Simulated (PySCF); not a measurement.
Al(Me)(OSiH3) (CH₆AlOSi), SMILES [CH3][Al+][O][SiH3], charge +1. Atoms are numbered in the order given.

```xyz
10

Al     0.0000     0.0000     1.1370
C      0.0000     0.0000     3.0534
H     -0.0256     1.0466     3.4208
H      0.9192    -0.5011     3.4208
H     -0.8936    -0.5455     3.4208
O      0.0000     0.0000    -0.5053
Si     0.0000     0.0000    -2.2408
H      1.3735     0.4229    -2.6501
H     -1.0530     0.9780    -2.6501
H     -0.3205    -1.4009    -2.6501
```
Charge +1, spin multiplicity 1.

Coordinates come from a PBE-D3(BJ)/def2-SVP optimisation. The multiplicity is an assumed one; no other spin state was optimised. The isomer is the one that the SMILES or the coordinates give; other isomers of the formula were not compared. The values are those of a single conformer.

Level of theory: PySCF 2.14.0 with PBE-D3(BJ)/def2-SVP.

Frequencies are harmonic and unscaled.

A small imaginary wavenumber (i) marks a very flat motion, where grid noise or a shallow saddle decides the sign.

Modes within 1.5 cm⁻¹ of each other (mostly degenerate sets) share a row, with their intensities summed.

| mode | ν (cm⁻¹) | IR (km/mol) | moving atoms (share of kinetic energy) |
|---|---|---|---|
| 1 | 19i | 0.0 | H 100 % |
| 2–3 | 77 | 0.0 | O 29 %, H 21 %, C 20 %, Al 17 %, Si 12 % |
| 4–5 | 163 | 68.3 | O 45 %, Al 39 %, H 12 % |
| 6 | 430 | 6.6 | Si 44 %, C 35 %, H 12 %, Al 9 % |
| 7–8 | 681 | 101.9 | H 86 % |
| 9 | 692 | 21.3 | Al 34 %, C 32 %, O 13 %, Si 13 % |
| 10–11 | 704 | 102.2 | H 80 %, C 16 % |
| 12–13 | 903 | 111.3 | H 96 % |
| 14 | 917 | 417.8 | H 89 %, Si 9 % |
| 15 | 1146 | 168.1 | H 47 %, O 33 %, Al 14 % |
| 16 | 1168 | 204.7 | H 40 %, O 34 %, Al 13 %, C 12 % |
| 17–18 | 1346 | 13.5 | H 96 % |
| 19 | 2208 | 26.5 | H 99 % |
| 20–21 | 2236 | 111.8 | H 95 % |
| 22 | 2976 | 26.3 | H 98 % |
| 23–24 | 3096 | 51.3 | H 90 %, C 10 % |
